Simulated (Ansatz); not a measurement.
Basis-set series for C2H7BO (`CB(C)O`). The species carries charge 0 and has multiplicity 1. The structure was optimised at the PBE0-D4/def2-TZVP level. It is one conformer, not always the lowest.

```
functional       basis  functions  energy (Eh)  HOMO (eV)  LUMO (eV)
   PBE0-D4    def2-SVP         91   -180.22601      -8.30       0.90
   PBE0-D4  def2-TZVPP        222   -180.43130      -8.41       0.69
   ωB97M-V    def2-SVP         91   -180.34094     -10.63       3.01
   ωB97M-V  def2-TZVPP        222   -180.55591     -10.74       1.95
```

(1) Give the rows for def2-QZVPP. (Best estimate.)

## Answers

(1) Ansatz gave: 
```csv
functional,basis,functions,energy (Eh),HOMO (eV),LUMO (eV)
PBE0-D4,def2-QZVPP,438,-180.44195,-8.43,0.35
ωB97M-V,def2-QZVPP,438,-180.56620,-10.76,1.42
```

Positive LUMOs are unbound and depend on the basis.
